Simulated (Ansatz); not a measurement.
System: Be2H2, charge 0, multiplicity 1. 
Structure (B3LYP-D3(BJ)/def2-TZVP (Ansatz, a program for electronic structure) minimum search):
```xyz
4

H      0.0000     0.0000    -2.3848
Be     0.0000     0.0000    -1.0462
Be     0.0000     0.0000     1.0462
H      0.0000     0.0000     2.3848
```

Basis-set convergence of Hartree-Fock and MP2 correlation energies (hartree) with Ansatz. Correlated levels leave the core frozen unless marked. Spin-orbit coupling is left out. Non-relativistic.

```
basis       functions      E(HF)  E(corr, MP2)
----------  ---------  ---------  ------------
def2-SVP           28  -30.35185      -0.05960
def2-TZVPP         66  -30.38521      -0.08512
def2-QZVPP        132  -30.38927      -0.09628
```

Extrapolating the two largest sets (X = 3 and 4) as X^-3: E(corr) = (64·(-0.09628) - 27·(-0.08512))/37 = -0.1044 Eh, an estimate of the basis-set limit. The largest set recovers 92.2 % of it, the smallest 57.1 %.
